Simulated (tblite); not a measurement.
Compound: C3H7O3S (doublet state).
Geometry (GFN2-xTB, Å), atoms numbered from 1 in this order:
```xyz
14
C3H7O3S angstrom
C      1.8281    0.7606    0.2207
C      0.8713    0.3718    1.2513
S     -0.1398   -1.0337    1.0048
O      0.2545   -1.6991   -0.2028
O     -0.2239   -1.7648    2.2260
O     -1.6103   -0.3884    0.7816
C     -1.9426    0.0094   -0.5280
H      1.6733    1.7949   -0.1041
H      1.7241    0.0884   -0.6277
H      2.8573    0.7155    0.5927
H      0.8147    0.8245    2.2205
H     -3.0168   -0.1289   -0.6509
H     -1.4029   -0.6128   -1.2451
H     -1.6877    1.0622   -0.6812
```

Calculated harmonic vibrations of the isolated species, GFN2-xTB (tblite), most abundant isotopes, no scaling. The method is semi-empirical: single wavenumbers can be off by several per cent or more. One conformer, not necessarily the lowest. Open shells enter through the occupations alone, without spin polarisation, and single modes of such species can be off by tens of per cent.

Harmonic wavenumbers (cm⁻¹): 38.6, 66.1, 108.3, 137.2, 211.5, 233.5, 252.1, 348.9, 412.2, 421.1, 472.5, 494.0, 670.5, 720.0, 947.0, 949.5, 1068.8, 1110.2, 1125.2, 1131.3, 1143.0, 1245.7, 1276.1, 1370.4, 1387.2, 1418.0, 1440.3, 1461.3, 1465.2, 2904.9, 2936.9, 2941.7, 2970.1, 2992.9, 3047.3, 3154.6.

A = 2834, B = 2207, C = 1693 MHz; mass 123.012 u (most abundant isotopes); point group C1, symmetry number 1; spin multiplicity 2.

Q: What is the zero-point energy?

A: ½Σν̃ = 22037 cm⁻¹ = 263.62 kJ/mol.

Q: Entropy at 350 K, 1 bar (ideal gas, RRHO, classical rotation)?

A: Translation 172.21, rotation 118.35, vibration 131.01, spin (R ln 2) 5.76: S = 427.3 J/(mol K).

Q: And Cp and H(350 K) − H(0)?

A: Cp = 152.19 J/(mol K), of which vibrations give 118.93 (their classical limit is 36 R = 299.3); H(350 K) − H(0) = 34.53 kJ/mol without the zero-point energy, 22.89 from vibrations.

Q: Blend soft modes into free rotors: weight 1/[1 + (100 cm⁻¹/ν̃)⁴] for the oscillator and the rest for a rotor with moment μB/(μ + B), μ = h/(8π²ν), B = 10⁻⁴⁴ kg m². What vibrational entropy results?

A: 118.46 J/(mol K) in place of 131.01, which changes −T·S at 350 K by +4.39 kJ/mol.

Q: Which modes carry the vibrational entropy at 350 K?

A: 38.6 cm⁻¹: 23.63; 66.1 cm⁻¹: 19.17; 108.3 cm⁻¹: 15.11; 137.2 cm⁻¹: 13.19; 211.5 cm⁻¹: 9.73; 233.5 cm⁻¹: 8.97 J/(mol K); the other 30 give 41.20 together.

Hindered rotation and anharmonicity are outside this model. Other conformers, if any are populated, would add a mixing term that is left out. The structure is chiral; the term R ln 2 for an equal mix with its mirror image is left out.

The run took 0.38 s on Arm Neoverse V1, one thread, no GPU (shared host). This covers the Hessian and the dipole derivatives.
